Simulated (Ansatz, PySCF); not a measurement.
System: AlI2, net charge 0, doublet state. It need not be the lowest isomer of its formula. 
Coordinates optimised at B3LYP-D3(BJ)/def2-TZVP (Ansatz, an electronic-structure program):
SMILES: [Al]([I])[I]
```xyz
3

Al     1.0265     0.3329     0.3098
I     -0.2746     1.6652    -1.3782
I      0.0228    -1.7469     1.3022
```
Charge 0, spin multiplicity 2.

Total electronic energies in hartree. Cores are frozen in the correlated levels unless marked. UHF or UKS for open shells. Spin-orbit coupling is left out. Frozen are the shells of the preceding noble gas and the d and f shells that filled before the atom's block. In def2 rows, elements after Kr have scalar-relativistic effective core potentials. CBS(X,Y): correlation extrapolated as X^-3; Hartree-Fock from the larger set. The bracket is a focal-point correction in the basis named.

```csv
level,program,energy (Eh)
PBE-D4/def2-TZVPD,Ansatz + dftd4,-837.78776
TPSS/def2-TZVPD,PySCF,-837.73894
TPSS-D4/def2-TZVPD,PySCF + dftd4,-837.74492
r2SCAN-D3(BJ)/def2-TZVPD,Ansatz + dftd3,-838.15165
r2SCANh/def2-TZVPD,Ansatz,-838.12878
PW6B95/def2-TZVPD,PySCF,-838.54262
RI-MP2/def2-TZVPPD,Ansatz,-835.67490
"RI-MP2/CBS(def2-TZVPPD,def2-QZVPPD)+[CCSD(T)-MP2]/def2-SVPD",Ansatz,-835.7898
"RI-MP2/CBS(def2-TZVPPD,def2-QZVPPD)+[CCSD(T)-MP2]/def2-TZVPPD",Ansatz,-835.8053
```

Totals of different functionals don't rank their quality; only differences between species are comparable.
